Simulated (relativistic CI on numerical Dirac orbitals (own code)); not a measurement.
Radial parameters of Sm³⁵⁺

Calculated at this level of theory: Dirac-Coulomb-Breit CI, separate exchange-only KLI orbitals for each configuration, model QED (radiative potential, 1s self-energy scaled to tabulated hydrogen-like ionisation energies), unscaled Slater integrals (own radial code, finite nucleus).

Slater integrals F^k, G^k are unscaled and averaged over j, outside the closed core [Ne]; ζ comes from projecting the Hamiltonian with its Breit term on Σ l·s of the shell.

- 3s2 3p6 3d9: ζ(3d) = 89008 cm⁻¹; <r>(3d) = 0.2213, <r^2>(3d) = 0.05713 (bohr units).
- 3s2 3p5 3d10: ζ(3p) = 693110 cm⁻¹; <r>(3p) = 0.2451, <r^2>(3p) = 0.06951 (bohr units).
- 3s2 3p6 3d8 4s: F^2(3d,3d) = 462120, F^4(3d,3d) = 297610, ζ(3d) = 90668, G^2(3d,4s) = 47009 cm⁻¹; <r>(3d) = 0.2196, <r^2>(3d) = 0.05621, <r>(4s) = 0.4937, <r^2>(4s) = 0.2739 (bohr units).

Problem. Give the Racah parameters of the d shell in 3s2 3p6 3d8 4s.

Solution. B = F²/49 − 5F⁴/441 = 6057 cm⁻¹ and C = 35F⁴/441 = 23620 cm⁻¹.

Averages of the first 10 configurations, taken without configuration mixing, which lowers the lowest level and can move excited configurations by several eV; other configurations of the list can lie among them:

```json
{"Configuration": "3s2 3p6 3d9", "Parity": "even", "States": "10", "Average energy above the lowest level (eV)": "11.2"}
{"Configuration": "3s2 3p5 3d10", "Parity": "odd", "States": "6", "Average energy above the lowest level (eV)": "370.2"}
{"Configuration": "3s 3p6 3d10", "Parity": "even", "States": "2", "Average energy above the lowest level (eV)": "634.9"}
{"Configuration": "3s2 3p6 3d8 4s", "Parity": "even", "States": "90", "Average energy above the lowest level (eV)": "996.9"}
{"Configuration": "3s2 3p6 3d8 4p", "Parity": "odd", "States": "270", "Average energy above the lowest level (eV)": "1094.4"}
{"Configuration": "3s2 3p6 3d8 4d", "Parity": "even", "States": "450", "Average energy above the lowest level (eV)": "1222.8"}
{"Configuration": "3s2 3p4 3d10 4s", "Parity": "even", "States": "30", "Average energy above the lowest level (eV)": "1707.1"}
{"Configuration": "3s2 3p4 3d10 4p", "Parity": "odd", "States": "90", "Average energy above the lowest level (eV)": "1805.0"}
{"Configuration": "3s2 3p5 3d9 4s", "Parity": "odd", "States": "120", "Average energy above the lowest level (eV)": "1348.9"}
{"Configuration": "3s2 3p6 3d8 4f", "Parity": "odd", "States": "630", "Average energy above the lowest level (eV)": "1342.0"}
```
